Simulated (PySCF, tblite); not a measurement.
C4H9N3Si.
Numbering: `[CH3:1][CH2:2][n:3]1[n:4][cH:5][c:6]([SiH3:7])[n:8]1` (hydrogens: H9, H10, H11 on C1; H12, H13 on C2; H14 on C5; H15, H16, H17 on Si7)

Computed geometry: GFN2-xTB, gas phase.

**Question.** List the bond lengths, angles and torsions at this level.

**Answer.** 
```
                     bond  length (Å)
                    C1–C2       1.526
                    C2–N3       1.434
                    N3–N4       1.313
                    N4–C5       1.322
                    C5–C6       1.405
                   C6–Si7       1.870
                    C6–N8       1.332
                    N3–N8       1.309
    C1–H9, C1–H10, C1–H11       1.087
           C2–H12, C2–H13       1.092
                   C5–H14       1.070
Si7–H15, Si7–H16, Si7–H17       1.464
```

Bonds in one row agree within 0.01 Å and their mean is given. A selection of angles:
```
      angle  degrees
   C2–C1–H9    110.2
  H9–C1–H10    108.9
   C1–C2–N3    110.7
  C1–C2–H12    110.5
  C1–C2–H13    110.4
  N3–C2–H12    107.3
 H12–C2–H13    110.0
   C2–N3–N4    122.2
   C2–N3–N8    122.9
   N4–N3–N8    114.8
   N3–N4–C5    104.5
   N4–C5–C6    108.8
  N4–C5–H14    121.7
  C6–C5–H14    129.5
  C5–C6–Si7    130.6
   C5–C6–N8    106.5
  Si7–C6–N8    122.9
 C6–Si7–H15    109.1
 C6–Si7–H16    107.1
H15–Si7–H16    110.9
H16–Si7–H17    109.6
   N3–N8–C6    105.5
```

Torsions: C1–C2–N3–N4 91° (anticlinal). The mirror-image conformer, all signs reversed, is as good.

The C–N distances run from 1.322 Å (N4–C5, aromatic) to 1.434 Å (C2–N3, drawn single), a spread of 0.112 Å. The C–C distances run from 1.405 Å (C5–C6, aromatic) to 1.526 Å (C1–C2, drawn single), a spread of 0.121 Å. The 5-membered ring N3–N4–C5–C6–N8 has internal angles of 104.5° to 114.8°; it is planar, 0.00 Å rms from its mean plane, widest ring torsion 0°. N4 (pyridine-type nitrogen) is bent (angle 104.5°). Si7 (SiH3 silicon) is tetrahedral (angles from 107.1° to 110.9°). N3 (pyrrole-type nitrogen) is planar (angles 122.9°, 122.2° and 114.8°, sum 359.9°, 0.02 Å off the plane of its three neighbours).

Point group: C1 (no symmetry element, even within 0.4 Å). GFN2-xTB frequencies show an imaginary mode (28i cm⁻¹), so the point is no minimum at that level.
